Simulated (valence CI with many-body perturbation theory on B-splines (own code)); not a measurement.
**Dy⁵¹⁺: electric-dipole lines**

Computed by relativistic CI+MBPT: five valence electrons over a frozen Dirac-Fock core [Ne], a basis of 9 s, 9 p, 8 d, 6 f, 3 g, 1 h functions for each j, with the one-electron correlation potential Σ1 (screened to all orders), the two-electron term Σ2, the three-electron term Σ3, Breit, model QED; selected single and double excitations, second order for the rest (own B-spline code, finite nucleus).

No measured spectrum was set against this ion. As an estimate, large intervals hold to a few tenths of a per cent, small ones and those within an open d or f shell to about a per cent. Among the levels kept, up to 610 cm⁻¹ of a level comes from second order outside the variational space, and about a tenth of that is noise between levels of different J, which matters for small intervals.

Lines 51 to 100 of 209 in falling wavelength, among levels below 5244.4 × 10³ cm⁻¹, chosen from the strongest by gf and those to the six lowest levels. Wavelengths and rates use the calculated energies. Electric multipoles are in the length gauge, E1 and E2 with the static RPA response of the core. Weak lines are less certain than strong ones. Lines between different terms over intervals too small for the method are left out, as are lines whose strength nearly cancels. The highest levels of a list are the least certain.

Levels are named by their leading jj configuration (3d3/2^4 stands for four electrons in 3d with j = 3/2), which in mixed levels can hold well under half, so a name can repeat and another be missing. Letters in brackets count levels of one name in rising energy.

| λ vac (nm) | Upper | Lower | A (s⁻¹) | log gf | Branch % |
| --- | --- | --- | --- | --- | --- |
| 7.517 | (3s 3p1/2 3p3/2^3) J=1/2 | (3s^2 3p3/2^3) J=3/2 | 2.27e+10 | -1.42 | 2.2 |
| 7.497 | (3s 3p1/2^2 3p3/2 3d5/2) J=7/2 [a] | (3s^2 3p1/2 3p3/2 3d5/2) J=7/2 [a] | 2.87e+09 | -1.71 | 1.4 |
| 7.490 | (3s^2 3p1/2 3d3/2^2) J=5/2 | (3s^2 3p1/2 3p3/2 3d3/2) J=3/2 [b] | 1.89e+09 | -2.02 | 0.2 |
| 7.423 | (3s 3p1/2 3p3/2^3) J=3/2 [b] | (3s^2 3p3/2^3) J=3/2 | 1.70e+10 | -1.25 | 1.4 |
| 7.422 | (3s 3p1/2^2 3p3/2 3d3/2) J=5/2 [a] | (3s 3p1/2^2 3p3/2^2) J=3/2 | 5.43e+09 | -1.57 | 19.2 |
| 7.411 | (3s 3p1/2^2 3p3/2 3d3/2) J=3/2 [b] | (3s^2 3p1/2 3p3/2 3d3/2) J=5/2 [a] | 1.73e+10 | -1.24 | 5.9 |
| 7.363 | (3s 3p1/2^2 3p3/2 3d3/2) J=5/2 [b] | (3s^2 3p1/2 3p3/2 3d3/2) J=7/2 | 3.34e+10 | -0.79 | 6.0 |
| 7.362 | (3s 3p1/2^2 3p3/2 3d3/2) J=3/2 [a] | (3s 3p1/2^2 3p3/2^2) J=1/2 | 2.78e+09 | -2.04 | 5.3 |
| 7.339 | (3s 3p1/2^2 3p3/2 3d5/2) J=7/2 [b] | (3s^2 3p1/2 3p3/2 3d5/2) J=9/2 | 2.80e+10 | -0.74 | 5.1 |
| 7.337 | (3s 3p1/2^2 3p3/2 3d3/2) J=3/2 [a] | (3s 3p1/2^2 3p3/2^2) J=3/2 | 3.57e+09 | -1.94 | 6.9 |
| 7.294 | (3s 3p1/2^2 3p3/2 3d3/2) J=1/2 [a] | (3s 3p1/2^2 3p3/2^2) J=1/2 | 3.39e+09 | -2.27 | 12.7 |
| 7.200 | (3s 3p1/2^2 3p3/2^2) J=3/2 | (3s^2 3p1/2 3p3/2^2) J=3/2 | 1.10e+10 | -1.47 | 2.5 |
| 7.176 | (3s 3p1/2^2 3p3/2^2) J=1/2 | (3s^2 3p1/2 3p3/2^2) J=3/2 | 1.43e+08 | -3.66 | 0.0 |
| 7.154 | (3s^2 3p1/2 3d3/2^2) J=5/2 | (3s^2 3p1/2 3p3/2 3d3/2) J=5/2 [b] | 5.03e+09 | -1.64 | 0.7 |
| 7.080 | (3s^2 3p1/2 3p3/2 3d3/2) J=3/2 [a] | (3s^2 3p1/2 3p3/2^2) J=1/2 | 1.36e+09 | -2.39 | 1.2 |
| 7.075 | (3s^2 3p1/2 3p3/2 3d3/2) J=1/2 [a] | (3s^2 3p1/2 3p3/2^2) J=1/2 | 1.50e+09 | -2.65 | 19.3 |
| 7.022 | (3s 3p1/2^2 3p3/2 3d3/2) J=5/2 [b] | (3s^2 3p1/2 3p3/2 3d3/2) J=3/2 [a] | 3.53e+09 | -1.80 | 0.6 |
| 6.949 | (3s^2 3p1/2 3d3/2 3d5/2) J=7/2 | (3s^2 3p1/2 3p3/2 3d5/2) J=5/2 [b] | 1.52e+09 | -2.05 | 0.8 |
| 6.936 | (3s^2 3p1/2 3d3/2 3d5/2) J=7/2 | (3s^2 3p1/2 3p3/2 3d5/2) J=7/2 [b] | 4.48e+09 | -1.59 | 2.3 |
| 6.891 | (3s 3p1/2^2 3p3/2 3d3/2) J=1/2 [b] | (3s^2 3p1/2 3p3/2 3d3/2) J=1/2 [a] | 5.65e+09 | -2.09 | 0.9 |
| 6.886 | (3s 3p1/2^2 3p3/2 3d3/2) J=1/2 [b] | (3s^2 3p1/2 3p3/2 3d3/2) J=3/2 [a] | 3.27e+10 | -1.33 | 5.3 |
| 6.880 | (3s 3p1/2^2 3p3/2 3d5/2) J=7/2 [b] | (3s^2 3p1/2 3p3/2 3d5/2) J=7/2 [a] | 1.32e+10 | -1.13 | 2.4 |
| 6.860 | (3s 3p1/2^2 3p3/2 3d5/2) J=3/2 [b] | (3s^2 3p1/2 3p3/2 3d5/2) J=5/2 [a] | 1.01e+10 | -1.54 | 1.6 |
| 6.775 | (3s 3p1/2^2 3p3/2 3d5/2) J=5/2 [b] | (3s^2 3p1/2 3p3/2 3d5/2) J=3/2 [a] | 5.30e+09 | -1.66 | 0.9 |
| 6.671 | (3s^2 3p1/2 3p3/2 3d3/2) J=5/2 [a] | (3s^2 3p1/2 3p3/2^2) J=5/2 | 3.77e+09 | -1.82 | 69.5 |
| 6.585 | (3s^2 3p1/2 3p3/2 3d3/2) J=3/2 [a] | (3s^2 3p1/2 3p3/2^2) J=5/2 | 9.75e+09 | -1.60 | 8.8 |
| 6.498 | (3s 3p1/2^2 3p3/2 3d3/2) J=3/2 [b] | (3s 3p1/2^2 3p3/2^2) J=1/2 | 3.25e+09 | -2.08 | 1.1 |
| 6.478 | (3s 3p1/2^2 3p3/2 3d3/2) J=3/2 [b] | (3s 3p1/2^2 3p3/2^2) J=3/2 | 8.83e+09 | -1.65 | 3.0 |
| 6.417 | (3s 3p1/2^2 3p3/2 3d3/2) J=5/2 [a] | (3s 3p1/2^2 3p3/2^2) J=5/2 | 5.84e+09 | -1.66 | 20.6 |
| 6.353 | (3s 3p1/2^2 3p3/2 3d3/2) J=3/2 [a] | (3s 3p1/2^2 3p3/2^2) J=5/2 | 1.23e+10 | -1.53 | 23.6 |
| 6.317 | (3s^2 3p1/2 3p3/2 3d3/2) J=5/2 [a] | (3s^2 3p1/2 3p3/2^2) J=3/2 | 8.15e+06 | -4.53 | 0.2 |
| 6.311 | (3s^2 3p1/2 3p3/2 3d3/2) J=7/2 | (3s^2 3p1/2 3p3/2^2) J=5/2 | 3.59e+08 | -2.77 | 99.8 |
| 6.261 | (3s^2 3p1/2^2 3d3/2) J=3/2 | (3s^2 3p1/2^2 3p3/2) J=3/2 | 8.23e+09 | -1.71 | 100.0 |
| 6.246 | (3s^2 3p1/2 3d3/2 3d5/2) J=7/2 | (3s^2 3p1/2 3p3/2 3d5/2) J=5/2 [a] | 2.81e+09 | -1.88 | 1.5 |
| 6.239 | (3s^2 3p1/2 3p3/2 3d3/2) J=3/2 [a] | (3s^2 3p1/2 3p3/2^2) J=3/2 | 7.47e+08 | -2.76 | 0.7 |
| 6.235 | (3s^2 3p1/2 3p3/2 3d3/2) J=1/2 [a] | (3s^2 3p1/2 3p3/2^2) J=3/2 | 2.97e+09 | -2.46 | 38.4 |
| 6.168 | (3s^2 3p1/2 3d3/2^2) J=1/2 | (3s^2 3p1/2 3p3/2 3d3/2) J=1/2 [b] | 1.06e+10 | -1.92 | 0.6 |
| 6.152 | (3s 3p1/2^2 3p3/2 3d3/2) J=7/2 | (3s 3p1/2^2 3p3/2^2) J=5/2 | 1.75e+09 | -2.10 | 6.7 |
| 6.002 | (3s 3p1/2^2 3p3/2 3d3/2) J=1/2 [b] | (3s 3p1/2^2 3p3/2^2) J=3/2 | 4.98e+09 | -2.27 | 0.8 |
| 5.993 | (3s^2 3p1/2 3d3/2^2) J=5/2 | (3s^2 3p1/2 3p3/2 3d3/2) J=3/2 [a] | 2.49e+09 | -2.09 | 0.3 |
| 5.923 | (3s^2 3p1/2 3d3/2^2) J=5/2 | (3s^2 3p1/2 3p3/2 3d3/2) J=5/2 [a] | 4.55e+09 | -1.84 | 0.6 |
| 5.874 | (3s^2 3p1/2 3d3/2 3d5/2) J=7/2 | (3s^2 3p1/2 3p3/2 3d5/2) J=7/2 [a] | 1.86e+09 | -2.11 | 1.0 |
| 5.836 | (3s^2 3p1/2 3d3/2^2) J=3/2 | (3s^2 3p1/2 3p3/2 3d3/2) J=5/2 [b] | 5.53e+09 | -1.95 | 0.2 |
| 5.761 | (3s^2 3p3/2^3) J=3/2 | (3s^2 3p1/2^2 3d3/2) J=3/2 | 1.90e+07 | -4.42 | 10.7 |
| 5.728 | (3s^2 3p1/2 3p3/2 3d3/2) J=3/2 [b] | (3s^2 3p1/2 3p3/2^2) J=1/2 | 3.94e+08 | -3.11 | 0.0 |
| 5.726 | (3s^2 3p1/2 3p3/2 3d3/2) J=1/2 [b] | (3s^2 3p1/2 3p3/2^2) J=1/2 | 3.45e+08 | -3.47 | 0.0 |
| 5.699 | (3s 3p1/2^2 3p3/2 3d3/2) J=3/2 [b] | (3s 3p1/2^2 3p3/2^2) J=5/2 | 3.28e+09 | -2.19 | 1.1 |
| 5.589 | (3s^2 3p1/2 3p3/2 3d3/2) J=5/2 [b] | (3s^2 3p1/2 3p3/2^2) J=5/2 | 2.09e+09 | -2.23 | 0.1 |
| 5.407 | (3s^2 3p1/2 3p3/2 3d5/2) J=3/2 [a] | (3s^2 3p1/2 3p3/2^2) J=1/2 | 8.17e+08 | -2.84 | 0.9 |
| 5.405 | (3s 3p1/2^2 3p3/2 3d5/2) J=5/2 [a] | (3s 3p1/2^2 3p3/2^2) J=3/2 | 2.53e+09 | -2.18 | 1.2 |

How does gf follow from A for the line at 6.891 nm?

gf = 1.4992 × (2J+1)_upper × A / σ², with σ = 1451152 cm⁻¹ and 2J+1 = 2: gf = 0.00805.
